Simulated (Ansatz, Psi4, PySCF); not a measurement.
BiBr₃, triplet, geometry from GFN2-xTB (such geometries of metal compounds can be far from the true shape) (a higher spin typed on purpose: for a closed-shell molecule this is an excited state) (core potentials on Bi). Base run: R2SCAN/def2-SVP (PySCF).

The PySCF input:
```python
from pyscf import gto, scf, dft

mol = gto.Mole()
mol.atom = '''
    Bi   -0.009649    0.051965   -0.005793
    Br   -1.592504   -2.060240    0.193467
    Br   -0.610712    3.288912   -0.366632
    Br    2.226099   -1.351902    0.186903
'''
mol.basis = 'def2-svp'
mol.ecp = {'Bi': 'def2-svp'}
mol.charge = 0
mol.spin = 2
mol.verbose = 4
mol.build()

mf = dft.UKS(mol)
mf.xc = 'r2scan'
mf.kernel()
```

The same geometry, method and basis name were run in Ansatz (a first-principles code) and Psi4 and PySCF, at each program's defaults and at the settings that a row names. The base is PySCF at its defaults. Differences at the defaults can come from grids, fitting, cores and function types together.

```tsv
code and settings	ΔE vs base (µEh)	basis functions	E (Eh)	SCF cycles	dipole (D)	outcome
PySCF, defaults (exact integrals, its default grid, spherical functions)	0.0	122	-7936.28760	33	0.88	converged
Psi4, defaults (density fitting with its default set, its default grid, spherical functions)	-811	122	-7936.28842	73	1.58	another SCF solution
Ansatz, defaults (factorised integrals, its default grid, spherical functions)	-	-	-	-	-	cut at the time limit
PySCF, density fitting with def2-universal-jkfit	-65.4	122	-7936.28767	33	0.88	converged
PySCF, fine grid	-	-	-	-	-	cut at the time limit
Psi4, exact integrals, spherical functions, fine grid	-	122	-	-	-	cut at the time limit
```

A guess, shift, damping, solver or small numerical setting can't move a converged solution much, so rows marked as another SCF solution ended in a different state.

Open shells are given as the SCF converged; they aren't shown to be the lowest states, and a large step between rows can be another state.
